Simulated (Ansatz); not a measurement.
Start from `[O]=[Mo]([OH])([OH])=[S]` and change one atom or group to get `[CH3][Mo](=[O])([OH])=[S]`.

Ansatz, PBE0-D4/def2-TZVP geometries, multiplicity 1. Each molecule was computed in one conformer, which needn't be the lowest.

Elements past krypton have def2 core potentials.

```tsv
property	`[O]=[Mo]([OH])([OH])=[S]`
HOMO–LUMO gap (PBE/def2-TZVPP) / eV	3.04
HOMO–LUMO gap (B3LYP/def2-TZVPP) / eV	4.53
LUMO energy (PBE0/def2-TZVPP) / eV	-2.66
zero-point energy (PBE0-D4/def2-TZVP) / kJ/mol	82.7
HOMO–LUMO gap (ωB97M-V/def2-TZVPP) / eV	9.12
size of the dipole moment (B3LYP/def2-TZVPP) / D	3.28
```

Problem. What does the change do to each property? (Estimate.)

Solution. Ansatz gave: 
```json
{"property": "HOMO–LUMO gap (PBE/def2-TZVPP) / eV", "`[CH3][Mo](=[O])([OH])=[S]`": "2.90", "shift": "-0.14"}
{"property": "HOMO–LUMO gap (B3LYP/def2-TZVPP) / eV", "`[CH3][Mo](=[O])([OH])=[S]`": "4.41", "shift": "-0.12"}
{"property": "LUMO energy (PBE0/def2-TZVPP) / eV", "`[CH3][Mo](=[O])([OH])=[S]`": "-2.88", "shift": "-0.22"}
{"property": "zero-point energy (PBE0-D4/def2-TZVP) / kJ/mol", "`[CH3][Mo](=[O])([OH])=[S]`": "141.9", "shift": "59.2"}
{"property": "HOMO–LUMO gap (ωB97M-V/def2-TZVPP) / eV", "`[CH3][Mo](=[O])([OH])=[S]`": "9.02", "shift": "-0.10"}
{"property": "size of the dipole moment (B3LYP/def2-TZVPP) / D", "`[CH3][Mo](=[O])([OH])=[S]`": "2.97", "shift": "-0.31"}
```

With PBE0 the HOMO falls by 0.11 eV and the LUMO falls by 0.22 eV, so the gap narrows by about 0.11 eV. PBE moves the HOMO by -0.13 eV and ωB97M-V by -0.12 eV. The zero-point energy changes by 59.2 kJ/mol with +6 modes. Dipoles are sizes alone; their direction can turn.

B3LYP here is the variant with VWN-RPA as its local correlation; programs differ in this.
